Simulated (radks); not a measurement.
All-electron atom: Cs III in [Kr] 4d10 5s2 5p5. All-electron calculation, scalar-relativistic Kohn-Sham, r2SCAN, spin-unpolarised, spherical densities, finite nucleus; meta-GGA in the generalised Kohn-Sham scheme; Fermi nuclear charge, rms radius 4.8041 fm; hard spherical wall at 4 bohr. Program: a radial shooting solver on a logarithmic mesh with Libxc functionals.

Normalised radial functions P(r) = r R(r), r in bohr:

r              4p      4f
0.000914   0.0012  0.0000
0.001047   0.0016  0.0000
0.00119    0.0020  0.0000
0.001363   0.0025  0.0000
0.001562   0.0032  0.0000
0.001775   0.0040  0.0000
0.002034   0.0050  0.0000
0.002312   0.0063  0.0000
0.002649   0.0080  0.0000
0.003035   0.0101  0.0000
0.003449   0.0126  0.0000
0.003951   0.0160  0.0000
0.004527   0.0202  0.0000
0.005145   0.0252  0.0000
0.005895   0.0318  0.0000
0.006753   0.0400  0.0000
0.007676   0.0495  0.0000
0.008794   0.0620  0.0000
0.009995   0.0763  0.0000
0.01145    0.0948  0.0000
0.01312    0.1171  0.0000
0.01491    0.1419  0.0000
0.01708    0.1729  0.0001
0.01957    0.2088  0.0001
0.02224    0.2469  0.0001
0.02548    0.2916  0.0002
0.0292     0.3393  0.0004
0.03318    0.3852  0.0006
0.03802    0.4320  0.0010
0.04321    0.4701  0.0015
0.0495     0.4990  0.0025
0.05672    0.5090  0.0039
0.06446    0.4942  0.0059
0.07385    0.4452  0.0091
0.08461    0.3559  0.0138
0.09616    0.2324  0.0203
0.1102     0.0616  0.0301
0.1252    -0.1277  0.0429
0.1435    -0.3414  0.0615
0.1644    -0.5411  0.0864
0.1868    -0.6856  0.1170
0.214     -0.7591  0.1578
0.2452    -0.7204  0.2081
0.2787    -0.5675  0.2639
0.3193    -0.2865  0.3315
0.3658     0.0863  0.4056
0.4157     0.4753  0.4790
0.4763     0.8652  0.5564
0.5413     1.1523  0.6249
0.6202     1.3244  0.6869
0.7106     1.3406  0.7327
0.8076     1.2281  0.7585
0.9252     1.0152  0.7677
1.06       0.7606  0.7601
1.205      0.5290  0.7407
1.38       0.3258  0.7092
1.581      0.1810  0.6677
1.797      0.0941  0.6191
2.059      0.0415  0.5552
2.34       0.0169  0.4813
2.681      0.0056  0.3859
3.072      0.0016  0.2720
3.491      0.0004  0.1489
4          0.0000  0.0000

4p: eigenvalue -179.29 eV, 2 radial nodes at r = 0.115, 0.355 bohr, <r> = 0.740 bohr, 90 % of the charge inside 1.08 bohr. 4f (empty): eigenvalue -3.643 eV, 0 radial nodes, <r> = 1.46 bohr, 90 % of the charge inside 2.48 bohr.
